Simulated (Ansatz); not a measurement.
Two isomers of C2H8B2O: A = `BCB(C)O`, B = `BCCBO`.

Computed with Ansatz on PBE0-D4/def2-TZVP structures; ΔE is electronic, products minus reactants. CCSD(T)/CBS is the MP2 limit (def2-TZVPP, def2-QZVPP) plus CCSD(T) − MP2 in def2-TZVPP, frozen cores. Functionals use def2-TZVPP. B3LYP here is the variant with VWN-RPA as its local correlation; programs differ in this. One conformer a species, not always the lowest.

A:

```xyz
13

B     0.2162    1.8460    0.3084
C    -0.2902    0.5431    0.9517
B    -0.3498   -0.5031   -0.2569
C     0.7647   -1.5775   -0.4787
O    -1.3878   -0.4703   -1.1359
H     1.3871    2.0897    0.2363
H    -0.5518    2.6112   -0.2066
H    -1.3065    0.6418    1.3482
H     0.3862    0.1441    1.7105
H     0.6456   -2.1281   -1.4131
H     0.7550   -2.2990    0.3465
H     1.7592   -1.1200   -0.4588
H    -2.0279    0.2221   -0.9514
```

B:

Z-matrix (Å, degrees):
```
C
C 1 1.533
B 1 1.548 2 119.0
H 1 1.097 2 111.6 3 131.9
H 1 1.109 2 109.4 3 -115.4
B 2 1.569 1 114.3 3 166.4
H 2 1.098 1 109.9 3 -66.8
H 2 1.100 1 108.5 3 47.6
H 3 1.200 1 121.2 2 -17.4
H 3 1.199 1 120.2 2 166.3
O 6 1.354 2 123.8 1 137.2
H 6 1.203 2 121.0 1 -43.7
H 11 0.962 6 113.1 2 -1.2
```

Q: Which is lower in electronic energy at CCSD(T)/CBS, and by how much? (Best estimate.)

A: Computed: A, by 19.2 kcal/mol.

Q: Give E(B) − E(A) in kcal/mol with PBE-D4, B3LYP, B3LYP-D4, CCSD/def2-TZVPP, MP2/def2-TZVPP, HF/def2-TZVPP, r2SCAN-D4. (An estimate is asked.)

A: Ansatz gave: PBE-D4 20.3, B3LYP 18.9, B3LYP-D4 19.5, CCSD/def2-TZVPP 19.0, MP2/def2-TZVPP 19.9, HF/def2-TZVPP 17.1, r2SCAN-D4 21.1. None reverses the order clearly.

Largest T1 diagnostic: 0.012.

In def2-TZVPP, CCSD(T) changes the Hartree–Fock value by +2.3 kcal/mol (the triples alone add +0.4 kcal/mol) and MP2 by +2.9 kcal/mol.
